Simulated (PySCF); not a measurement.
HO$_{3}$W (SMILES [O]=[W](=[O])[OH]), doublet, geometry from GFN2-xTB (such geometries of metal compounds can be far from the true shape) (the multiplicity is a formal guess) (core potentials on W); WB97X-V/def2-SV(P) (PySCF).

Input for PySCF:
```python
from pyscf import gto, scf, dft

mol = gto.Mole()
mol.atom = '''
    W     0.014561   -0.017142    0.012853
    O     1.583558   -0.431956   -0.475748
    O    -0.526984   -0.811941    1.408410
    O    -0.998428    1.175441   -0.881335
    H    -1.542666    1.816169   -1.361747
'''
mol.basis = 'def2-sv(p)'
mol.ecp = {'W': 'def2-sv(p)'}
mol.charge = 0
mol.spin = 1
mol.verbose = 5
mol.build()

mf = dft.UKS(mol)
mf.xc = 'wb97x_v'
mf.kernel()
mf.analyze()
```

What the program printed (banner, timings and long lists left out):

```
PySCF version 2.14.0

[INPUT] verbose = 5
[INPUT] max_memory = 4000
[INPUT] num. atoms = 5
[INPUT] num. electrons = 39
[INPUT] charge = 0
[INPUT] spin (= nelec alpha-beta = 2S) = 1
[INPUT] symmetry False subgroup None
[INPUT] Mole.unit = angstrom
[INPUT] Symbol           X                Y                Z      unit          X                Y                Z       unit  Magmom
[...]
[INPUT] ---------------- BASIS SET ----------------
[INPUT] l, kappa, [nprim/nctr], expnt,             c_1 c_2 ...
[INPUT] W
[...]
                                12                1.0014141748
[...]
                                6.084876          -0.66720686321
                                1.2523777812      0.52090351989
                                0.58569208922     0.51885687511
[...]
                                1.623745245       0.18452733732
                                0.69187452392     0.44121676843
                                0.27865835325     0.431584092415
[...]
[INPUT] O
[...]
                                340.87010191      -0.03989003923
                                77.363135167      -0.17853911985
                                21.47964494       -0.46427684959
                                6.6589433124      -0.44309745172
[...]
                                3.863550544       0.23094120765
                                1.0480920883      0.51375311064
[...]
[INPUT] H
[...]
                                1.9622572         0.13796524
                                0.44453796        0.47831935
[...]
nuclear repulsion = 145.952769398974
number of shells = 31
number of NR pGTOs = 126
number of NR cGTOs = 69
basis = def2-sv(p)
ecp = {'W': 'def2-sv(p)'}

******** <class 'pyscf.dft.uks.UKS'> ********
method = UKS
initial guess = minao
damping factor = 0
level_shift factor = 0
DIIS = <class 'pyscf.scf.diis.CDIIS'>
diis_start_cycle = 1
diis_space = 8
diis_damp = 0
SCF conv_tol = 1e-09
SCF conv_tol_grad = None
SCF max_cycles = 50
direct_scf = True
direct_scf_tol = 1e-13
number electrons alpha = 20  beta = 19
XC library pyscf.dft.libxc version 7.1.2
    S. Lehtola, C. Steigemann, M. J. T. Oliveira, and M. A. L. Marques,  SoftwareX 7, 1–5 (2018)
XC functionals = wb97x_v
    N. Mardirossian and M. Head-Gordon,  Phys. Chem. Chem. Phys. 16, 9904–9924 (2014)
radial grids:
    Treutler-Ahlrichs [JCP 102, 346 (1995); DOI:10.1063/1.469408] (M4) radial grids

becke partition: Becke, JCP 88, 2547 (1988); DOI:10.1063/1.454033
pruning grids: <function nwchem_prune>
grids dens level: 3
symmetrized grids: False
atomic radii adjust function: <function treutler_atomic_radii_adjust>
** Following is NLC and NLC Grids **
NLC functional = wb97x_v
radial grids:
    Treutler-Ahlrichs [JCP 102, 346 (1995); DOI:10.1063/1.469408] (M4) radial grids

becke partition: Becke, JCP 88, 2547 (1988); DOI:10.1063/1.454033
pruning grids: <function nwchem_prune>
grids dens level: 3
symmetrized grids: False
atomic radii adjust function: <function treutler_atomic_radii_adjust>
small_rho_cutoff = 0
Set gradient conv threshold to 3.16228e-05
Density of valence part of ANO basis will be used as initial guess for W
atom W rad-grids = 100, ang-grids = [ 50  50  50  50  50  50  50  50  50  50  50  50  50  50  50  50  50  50
  50  50  50  50  50  50  50  50  50  50  86  86  86  86  86  86  86  86
  86  86  86  86  86  86  86  86 350 350 350 350 350 350 350 350 350 350
 350 434 434 434 434 434 434 434 434 434 434 434 434 434 434 434 434 434
 434 434 434 434 434 434 350 350 350 350 350 350 350 350 350 350 350 350
 350 350 350 350 350 350 350 350 350 350]
atom O rad-grids = 75, ang-grids = [ 50  50  50  50  50  50  50  50  50  50  50  50  50  50  50  50  50  50
  50  50  50  50  50  86  86  86  86  86  86  86  86  86 266 266 266 266
 266 266 266 302 302 302 302 302 302 302 302 302 302 302 302 302 302 302
 302 302 302 302 302 266 266 266 266 266 266 266 266 266 266 266 266 266
 266 266 266]
[...]
converged SCF energy = -293.1025792923  <S^2> = 0.75509381  2S+1 = 2.0050873
Total Energy =                        -293.102579292299993
[...]
2 O 2py         -0.00007   0.00127   0.02676   0.00677
2 O 2pz         -0.00023  -0.00224  -0.04734  -0.01198
2 O 3px          0.04233  -0.07104   0.04720   0.03591
2 O 3py          0.08571  -0.05658   0.05433   0.03998
2 O 3pz         -0.14182   0.12110  -0.10348  -0.07707
2 O 3dxy         0.18058  -0.18692  -0.00039   0.00407
2 O 3dyz        -0.44309   0.36094   0.00011  -0.01122
2 O 3dz^2        0.35326  -0.30528  -0.00028   0.00851
2 O 3dxz        -0.22769   0.37169  -0.00184  -0.00936
2 O 3dx2-y2     -0.13034  -0.00565   0.00150  -0.00039
3 O 1s          -0.00000  -0.00061  -0.00005   0.00002
3 O 2s           0.00000   0.00731   0.00805   0.00201
3 O 3s           0.00030   0.06115   0.06415   0.04347
3 O 2px         -0.00081   0.00642   0.02409   0.00608
3 O 2py         -0.00015  -0.00756  -0.02836  -0.00716
3 O 2pz          0.00073   0.00567   0.02126   0.00537
3 O 3px         -0.01755   0.02172   0.06454   0.05330
3 O 3py         -0.00350  -0.02725  -0.07157  -0.05901
3 O 3pz          0.01572   0.02024   0.05389   0.04445
3 O 3dxy         0.03651  -0.11936   0.00920  -0.00163
3 O 3dyz        -0.04432  -0.08887   0.00806  -0.00149
3 O 3dz^2        0.04980  -0.03073   0.00193  -0.00028
3 O 3dxz         0.00036   0.12873  -0.00750   0.00071
3 O 3dx2-y2     -0.04428  -0.04318   0.00213   0.00026
4 H 1s          -0.00000  -0.00461   0.00985   0.00315
4 H 2s           0.00005  -0.01576   0.00008   0.00022

spin_pop of  0 W 5s        0.00026
spin_pop of  0 W 6s        0.35621
spin_pop of  0 W 7s        0.00900
spin_pop of  0 W 8s        0.00095
spin_pop of  0 W 9s        0.00362
spin_pop of  0 W 10s        0.00509
spin_pop of  0 W 5px       0.00213
spin_pop of  0 W 5py       0.00726
spin_pop of  0 W 5pz       0.00428
spin_pop of  0 W 6px       0.00170
spin_pop of  0 W 6py      -0.00124
spin_pop of  0 W 6pz      -0.00030
spin_pop of  0 W 7px      -0.00010
spin_pop of  0 W 7py       0.00062
spin_pop of  0 W 7pz       0.00027
spin_pop of  0 W 5dxy      0.02143
spin_pop of  0 W 5dyz      0.04747
spin_pop of  0 W 5dz^2     0.05916
spin_pop of  0 W 5dxz      0.12769
spin_pop of  0 W 5dx2-y2    0.23964
spin_pop of  0 W 6dxy      0.00298
spin_pop of  0 W 6dyz      0.00615
spin_pop of  0 W 6dz^2     0.00891
spin_pop of  0 W 6dxz      0.03326
spin_pop of  0 W 6dx2-y2    0.07118
spin_pop of  1 O 1s        0.00000
spin_pop of  1 O 2s        0.00713
spin_pop of  1 O 3s        0.01199
spin_pop of  1 O 2px       0.00874
spin_pop of  1 O 2py      -0.02195
spin_pop of  1 O 2pz      -0.00879
spin_pop of  1 O 3px       0.00029
spin_pop of  1 O 3py       0.00091
spin_pop of  1 O 3pz       0.00101
spin_pop of  1 O 3dxy      0.00004
spin_pop of  1 O 3dyz      0.00017
spin_pop of  1 O 3dz^2     0.00003
spin_pop of  1 O 3dxz     -0.00001
spin_pop of  1 O 3dx2-y2   -0.00002
spin_pop of  2 O 1s        0.00000
spin_pop of  2 O 2s        0.00717
spin_pop of  2 O 3s        0.00953
spin_pop of  2 O 2px      -0.00149
spin_pop of  2 O 2py      -0.01980
spin_pop of  2 O 2pz      -0.00076
spin_pop of  2 O 3px       0.00083
spin_pop of  2 O 3py       0.00116
spin_pop of  2 O 3pz       0.00066
spin_pop of  2 O 3dxy      0.00013
spin_pop of  2 O 3dyz      0.00005
spin_pop of  2 O 3dz^2     0.00004
spin_pop of  2 O 3dxz     -0.00002
spin_pop of  2 O 3dx2-y2    0.00005
spin_pop of  3 O 1s        0.00000
spin_pop of  3 O 2s        0.00056
spin_pop of  3 O 3s        0.00178
spin_pop of  3 O 2px      -0.00272
spin_pop of  3 O 2py      -0.00632
spin_pop of  3 O 2pz      -0.00434
spin_pop of  3 O 3px       0.00024
spin_pop of  3 O 3py       0.00077
spin_pop of  3 O 3pz       0.00050
spin_pop of  3 O 3dxy      0.00001
spin_pop of  3 O 3dyz      0.00004
spin_pop of  3 O 3dz^2     0.00002
spin_pop of  3 O 3dxz      0.00017
spin_pop of  3 O 3dx2-y2    0.00006
spin_pop of  4 H 1s        0.00307
spin_pop of  4 H 2s        0.00148
In total            20.00000 | 19.00000
Dipole moment(X, Y, Z, Debye): -2.77403,  3.26585, -2.44871
```
